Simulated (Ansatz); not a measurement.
One geometry of InCl2F, several levels of theory.

```yaml
crystal:
  periodic: [false, false, false]
  atoms:
    - {symbol: In, position_ang: [-0.033841, -0.057008, 0.000195]}
    - {symbol: Cl, position_ang: [2.283292, -0.148272, 0.013999]}
    - {symbol: Cl, position_ang: [-1.223616, 1.933415, -0.016488]}
    - {symbol: F, position_ang: [-1.025835, -1.728135, 0.002293]}
basis:
  gaussian: {orbitals: def2-TZVP, initial_orbitals: start.molden}
magnetization: {spin_polarized: true, initial_magnetization: 2}
hamiltonian: {xc: r2scan, dispersion: d4}
scf: {omitted_lower_state_checks: [starts]}
output: {orbitals: {seedname: orbitals}}
```

The file start.molden holds the orbitals of an earlier run on this structure, at another level or in another basis.

```sh
$ ansatz run in.yaml --threads 4 --pin off --events-out ev --progress --plain --max-ram 3916MiB
```

Shortened log:

```
Functional definition: r2SCAN
1056 factors; their error is unknown
mean field evaluation 1: about -32936.2899 eV, gradient 6.6e0 eV
mean field evaluation 2: about -32936.3561 eV, gradient 4.7e-1 eV
mean field evaluation 4: about -32936.3715 eV, gradient 6.9e-1 eV
mean field evaluation 8: about -32936.3743 eV, gradient 1.4e-3 eV
mean field evaluation 16: about -32936.3743 eV, gradient 2.1e-5 eV
mean field -32936.37427165 eV, -1210.3894294067 hartree, gradient 1.7e-6 eV, S^2 2.005455; 0 other end points of the search recorded, 0 dependent functions left out
reference -32936.37429040 eV, -1210.3894300958 hartree; 33, 31 occupied and 122, 124 virtual orbitals, 1056 factors
Total energy: -32936.39798110 eV, -1210.3903007129 hartree
Checks for a lower state left out: starts
```

Hardware: 4 threads of Intel Xeon on a shared host. Wall time 9.5 s.

The first input with `gaussian: {orbitals: def2-TZVP}`, `hamiltonian: {xc: pbe0, dispersion: d4}` (abridged; 10 s):

```
Functional definition: PBE0
mean field evaluation 16: about -32926.0579 eV, gradient 6.9e-3 eV
mean field evaluation 32: about -32926.0579 eV, gradient 3.4e-5 eV
mean field -32926.05790711 eV, -1210.0103100025 hartree, gradient 9.2e-6 eV, S^2 2.006968
Total energy: -32926.14966032 eV, -1210.0136818710 hartree
Checks for a lower state left out: starts
```

As the first input, with `hamiltonian: {xc: pbe, dispersion: d4}` (abridged; 6 s):

```
Functional definition: PBE
mean field evaluation 16: about -32924.7327 eV, gradient 1.4e-4 eV
mean field -32924.73265790 eV, -1209.9616079926 hartree, gradient 1.3e-6 eV, S^2 2.002160
Total energy: -32924.83849585 eV, -1209.9654974655 hartree
Checks for a lower state left out: starts
```

Geometry: r2SCAN-D4/def2-SVP, that of the neutral singlet.

In the def2 sets In takes a core potential; there is no spin–orbit coupling. At PBE-D4/def2-TZVP the gap within one spin of the charge 0 triplet nearly closes, so an electron or hole may be smeared out by delocalisation error. At PBE0-D4/def2-TZVP a singlet of charge 0 lies 4.73 eV below the triplet at the same geometry.
